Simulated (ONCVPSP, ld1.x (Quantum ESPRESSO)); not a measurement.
**Hardness and transferability of assorted potentials**

Generated with ld1.x 7.5 (TM, RRKJ, ultrasoft, PAW), atompaw 4.2 or ONCVPSP 4.0.1. The cutoff is in Ry: for ld1.x and atompaw files where the sum of valence levels is converged to 10 mRy in a Bessel basis, for ONCV files where the hardest occupied wave has 1 mHa per electron of residual kinetic energy. The error is the largest all-electron minus pseudo excitation energy over each file’s own four to seven test configurations (ionisations up to +4, promotions, holes and added fractions of an electron), all of which were solved. The labels leave out finer settings (local radius, basis sizes, second energies), which also bear on the numbers. Spin-polarised tests are not counted. The rows are a selection from randomly drawn settings: files with unsolved tests, undetermined cutoffs or missed reference levels are left out.

A true bound ghost makes a file unfit for plane-wave use even where its test errors are small: the radial tests pick states by their node count and pass the ghost by.

```tsv
element	potential	cutoff (Ry)	largest error (meV)	bound ghosts
C	ONCV, PBE, non-relativistic, rc 1.00/0.90/1.05 (spd), local smoothed, core correction yes, reference 2s1, qcut 6.6/9.7/10.2, projectors 2/3/2	42	+307	none
Sc	ONCV, PBE, fully relativistic, rc 3.00/3.20/1.85 (spd), local d, core correction yes, reference 3d1 4s2, qcut 2.5/2.4/8.5, projectors 1/2/0	52	+12	s
V	ONCV, PBEsol, fully relativistic, rc 1.25/1.45/1.25 (spd), local smoothed, core correction no, reference 3s2 3p6 3d3 4s1.5, qcut 12.1/10.8/10.6, projectors 2/2/2	103	+1.0	none
Cr	ONCV, PBE, scalar-relativistic, rc 1.60/1.45/1.30 (spd), local smoothed, core correction yes, reference 3s2 3p6 3d5 4s0.75, qcut 10.7/9.5/13.1, projectors 3/1/1	117	+3.7	none
Zr	ONCV, PBE, scalar-relativistic, rc 2.20/2.15/2.05 (spd), local smoothed, core correction no, reference 4s2 4p6 4d2 5s2, qcut 6.2/6.8/4.2, projectors 2/1/2	53	+35	none
Mo	TM, LDA (PZ), non-relativistic, rc 1.05/1.55/1.80 (spd), local s, core correction yes, reference 4s2 4p6 4d4 5s0 5p0	90	+102	none
W	ultrasoft, PBE, scalar-relativistic, rc 2.55/4.20/1.55 (spd), local smoothed, core correction yes, reference 5d4 6s1.5 6p0	40	-234	s, p
```

(1) Fill in the row for He: PAW, PBEsol, non-relativistic, rc 0.90/0.75 (sp), local smoothed, core correction no, reference 1s2.

Results:

(1) cutoff 45 Ry, largest error -1.3 meV, bound ghosts: none.
